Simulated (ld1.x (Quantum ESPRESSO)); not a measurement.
What one change does to a pseudopotential (Co, TM)

```
Element                 : Co (Z = 27)
Generator               : ld1.x (Quantum ESPRESSO) 7.5
Type                    : norm-conserving Troullier–Martins (Kleinman–Bylander form)
Functional              : PBE
Relativity              : scalar-relativistic
Frozen core             : [Ar]
Valence charge          : 9
Reference configuration : 3d7 4s1 4p0 (charge +1)
Partial waves           : 4s (bound): rc 2.35 bohr; 4p (bound, empty): rc 3.05 bohr; 3d (bound): rc 1.20 bohr
Local potential         : all-electron potential smoothed inside 1.70 bohr (lloc = -1)
Core correction         : Bessel-smoothed model core inside 0.60 bohr
```

All-electron outer shells of the reference configuration (PBE, scalar-relativistic, ld1.x):

| shell | level (eV) | outermost node (bohr) | outermost maximum (bohr) |
| --- | --- | --- | --- |
| 3p | -74.47 | 0.28 | 0.68 |
| 3d | -16.96 | – | 0.66 |
| 4s | -12.76 | 0.96 | 2.21 |
| 4p | -7.47 | 1.04 | 2.76 |

Change: local potential all-electron potential smoothed inside 2.74 bohr (lloc = -1).

Cutoffs: the cutoffs (Ry, on a coarse ladder) from which the occupation-weighted sum of valence levels, in a spherical-Bessel basis at the reference potential, stays within 10 and 1 mRy of its value at 400 Ry; they do not see the model core or the augmentation charge, which bear on the density cutoff. Errors are all-electron minus pseudo energies relative to the spin-unpolarised reference configuration.

Problem. How do hardness, ghosts and transferability respond?

Solution. The potential gets neither clearly harder nor softer (160 Ry and 260 Ry → 160 Ry and 260 Ry); the number of tests that count goes from 7 to 6; of the 6 tests that both files solve, the error grows in 5 and shrinks in 0 by more than 15 % and 0.3 meV (median size 1.6 → 12.6 meV); the range in which the s phases agree widens (upper end -0.2 → 0.9); neither file shows a bound ghost at the reference potential, the only one tested. The local part now departs from the all-electron potential out to 2.74 bohr, far beyond the d radius of 1.20 bohr, and whatever the projectors do not describe feels it: the likely cause.

```csv
quantity,base,changed
"cutoff, loose",160 Ry,160 Ry
"cutoff, tight",260 Ry,260 Ry
bound ghosts,none,none
"tests counted (converged, no solver errors)",7 of 7,6 of 7
"error for 3d7 4s2 4p0, meV [ΔE -9.03 eV]",-1.5,-5.9
"error for 3d7 4s0 4p0, meV [ΔE 16.79 eV]",-18,-19
"error for 3d8 4s1 4p0, meV [ΔE -10.23 eV]",-68,-171
"error for 3d7 4s1.5 4p0, meV [ΔE -5.43 eV]",-0.5,-1.6
"error for 3d7 4s0 4p1, meV [ΔE 5.37 eV]",-1.7,-2.1
"error for 3d7.5 4s1.5 4p0, meV [ΔE -9.99 eV]",-0.8,-39
s: phases at 3.31 bohr within 0.05 rad from the reference energy up to (Ry; the scan ends near 5),-0.2,0.9
p: phases at 3.31 bohr within 0.05 rad from the reference energy up to (Ry; the scan ends near 5),1.1,1.3
d: phases at 3.31 bohr within 0.05 rad from the reference energy up to (Ry; the scan ends near 5),0.2,-0.1
```

Changed file: Tests not counted: 3d6 4s0 4p0 (solver errors, printed error -437 meV).
